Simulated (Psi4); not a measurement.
O₂Ti (SMILES [O]=[Ti]=[O]), singlet, at a GFN2-xTB geometry (such geometries of metal compounds can be far from the true shape); M06-2X/def2-SVP (Psi4).

Psi4 was given this input:
```
memory 2 GB

molecule {
0 1
  Ti    0.23899428    0.04573060    0.28655580
  O     0.69526851    0.11672313   -1.27662119
  O    -1.35250277   -0.24248227    0.48859274
}

set basis def2-svp
set dft_radial_points 99

energy('m06-2x')
print_variables()
```

Task: Write the output that Psi4 gives for this input, abridged.

Result: 
```
   => Loading Basis Set <=

    Name: DEF2-SVP
    Role: ORBITAL
    Keyword: BASIS

         ---------------------------------------------------------
                                   SCF
               by Justin Turney, Rob Parrish, Andy Simmonett
                          and Daniel G. A. Smith
                              RKS Reference
         ---------------------------------------------------------

  ==> Geometry <==

    Molecular point group: cs
    Full point group: Cs

    Geometry (in Angstrom), charge = 0, multiplicity = 1:

       Center              X                  Y                   Z               Mass
    ------------   -----------------  -----------------  -----------------  -----------------
         TI          -0.231260770752     0.272361215914     0.000000000000    47.947941980000
         O           -0.692871824058    -1.290860985122     0.000000000000    15.994914619570
         O            1.386122040268     0.474403999333     0.000000000000    15.994914619570

  Running in cs symmetry.

  Rotational constants: A =      1.10211  B =      0.28338  C =      0.22542 [cm^-1]
  Rotational constants: A =  33040.36771  B =   8495.46478  C =   6757.85854 [MHz]
  Nuclear repulsion =  126.697290562485733

  Charge       = 0
  Multiplicity = 1
  Electrons    = 38
  Nalpha       = 19
  Nbeta        = 19

  ==> Algorithm <==

  SCF Algorithm Type is DF.
  DIIS enabled.
  MOM disabled.
  Fractional occupation disabled.
  Guess Type is SAD.
  Energy threshold   = 1.00e-06
  Density threshold  = 1.00e-06
  Integral threshold = 1.00e-12

  ==> Primary Basis <==

  Basis Set: DEF2-SVP
    Blend: DEF2-SVP
    Number of shells: 23
    Number of basis functions: 59
    Number of Cartesian functions: 66
    Spherical Harmonics?: true
    Max angular momentum: 3

  ==> DFT Potential <==

   => LibXC <=

    Version 7.1.2
    S. Lehtola, C. Steigemann, M. J. T. Oliveira, and M. A. L. Marques,  SoftwareX 7, 1–5 (2018) (10.1016/j.softx.2017.11.002)

   => Composite Functional: M06-2X <=

    Hybrid M06-2X Meta-GGA XC Functional  (10.1007/s00214-007-0310-x)
    Y. Zhao and D. G. Truhlar,  Theor. Chem. Acc., 120, 215, 2008

    Deriv               =              1
    GGA                 =           TRUE
    Meta                =           TRUE

    Exchange Hybrid     =           TRUE
    MP2 Hybrid          =          FALSE

   => Exchange Functionals <=

    1.0000   XC_HYB_MGGA_X_M06_2X

   => Exact (HF) Exchange <=

    0.5400               HF

   => Correlation Functionals <=

    1.0000   XC_MGGA_C_M06_2X

   => LibXC Density Thresholds  <==

    XC_MGGA_C_M06_2X:  1.00E-12
    XC_HYB_MGGA_X_M06_2X:  1.00E-15

   => Molecular Quadrature <=

    Radial Scheme          =       TREUTLER
    Pruning Scheme         =           NONE
    Nuclear Scheme         =       TREUTLER

    Blocking Scheme        =         OCTREE
    BS radius alpha        =              1
    Pruning alpha          =              1
    Radial Points          =             99
    Spherical Points       =            302
    Total Points           =          87270
    Total Blocks           =            745
    Max Points             =            256
    Max Functions          =             58
    Weights Tolerance      =       1.00E-15

   => Loading Basis Set <=

    Name: (DEF2-SVP AUX)
    Role: JKFIT
    Keyword: DF_BASIS_SCF

  ==> Integral Setup <==

  SCF_SUBTYPE=INCORE selected. In-core MEM_DF algorithm will be used.
  Using in-core AOs.

  ==> MemDFJK: Density-Fitted J/K Matrices <==

    J tasked:                   Yes
    K tasked:                   Yes
    wK tasked:                   No
    Algorithm:                 Core
    Schwarz Cutoff:           1E-12
    Mask sparsity (%):       0.2873
    Fitting Condition:        1E-10

   => Auxiliary Basis Set <=

  Basis Set: (DEF2-SVP AUX)
    Blend: DEF2-UNIVERSAL-JKFIT
    Number of shells: 108
    Number of basis functions: 418
    Number of Cartesian functions: 563
    Spherical Harmonics?: true
    Max angular momentum: 6

  Minimum eigenvalue in the overlap matrix is 2.4545960233E-02.
  Reciprocal condition number of the overlap matrix is 7.7367782745E-03.
    Using symmetric orthogonalization.

  ==> Pre-Iterations <==

  SCF Guess: Superposition of Atomic Densities via on-the-fly atomic UHF (no occupation information).

   -------------------------
    Irrep   Nso     Nmo
   -------------------------
     A'        41      41
     A"        18      18
   -------------------------
    Total      59      59
   -------------------------

  ==> Iterations <==

                           Total Energy        Delta E     RMS |[F,P]|

   @DF-RKS iter SAD:  -998.48341592777729   -9.98483e+02   0.00000e+00
   @DF-RKS iter   1:  -998.77733599435567   -2.93920e-01   2.92842e-02 ADIIS/DIIS
   @DF-RKS iter   2:  -982.11016308269154    1.66672e+01   1.26888e-01 ADIIS
   @DF-RKS iter   3:  -998.19255580397180   -1.60824e+01   4.56677e-02 ADIIS/DIIS
   @DF-RKS iter   4:  -999.48939758655035   -1.29684e+00   1.17198e-02 ADIIS/DIIS
   @DF-RKS iter   5:  -999.58728309338494   -9.78855e-02   1.47384e-03 ADIIS/DIIS
   @DF-RKS iter   6:  -999.58858619757257   -1.30310e-03   7.73619e-04 ADIIS/DIIS
   @DF-RKS iter   7:  -999.58909505187103   -5.08854e-04   1.09790e-04 ADIIS/DIIS
   @DF-RKS iter   8:  -999.58911259799561   -1.75461e-05   6.29826e-05 DIIS
   @DF-RKS iter   9:  -999.58911924171957   -6.64372e-06   1.19586e-05 DIIS
   @DF-RKS iter  10:  -999.58911954457835   -3.02859e-07   3.47440e-06 DIIS
   @DF-RKS iter  11:  -999.58911958590795   -4.13296e-08   1.44422e-06 DIIS
   @DF-RKS iter  12:  -999.58911959171519   -5.80724e-09   3.11689e-07 DIIS
  Energy and wave function converged.

  ==> Post-Iterations <==

   Electrons on quadrature grid:
      Ntotal   =   38.0000974037 ; deviation = 9.740e-05

    Orbital Energies [Eh]
    ---------------------

    Doubly Occupied:

[...]
      15Ap    -0.311719

    Virtual:

[...]
      41Ap     3.239826

    Final Occupation by Irrep:
             Ap   App
    DOCC [    15,    4 ]
    NA   [    15,    4 ]
    NB   [    15,    4 ]

  @DF-RKS Final Energy:  -999.58911959171519

   => Energetics <=

    Nuclear Repulsion Energy =            126.6972905624857333
    One-Electron Energy =               -1624.1299172416790952
    Two-Electron Energy =                 525.9922213839914775
    DFT Exchange-Correlation Energy =     -28.1487142965132726
    Empirical Dispersion Energy =           0.0000000000000000
    VV10 Nonlocal Energy =                  0.0000000000000000
    Total Energy =                       -999.5891195917151890

Computation Completed

Properties will be evaluated at   0.000000,   0.000000,   0.000000 [a0]

Properties computed using the SCF density matrix

 Multipole Moments:

 ------------------------------------------------------------------------------------
     Multipole            Electronic (a.u.)      Nuclear  (a.u.)        Total (a.u.)
 ------------------------------------------------------------------------------------

 L = 1.  Multiply by 2.5417464519 to convert [e a0] to [Debye]
 Dipole X            :         -2.6064417            0.8659949           -1.7404468
 Dipole Y            :          3.0696628           -1.0199025            2.0497604
 Dipole Z            :          0.0000000            0.0000000            0.0000000
 Magnitude           :                                                    2.6889910

 ------------------------------------------------------------------------------------

  Variable Map:
  ----------------------------------------------------------------------------
[...]
  Array Variable Map:
  ----------------------------------------------------------------------------
[...]
[...]
```
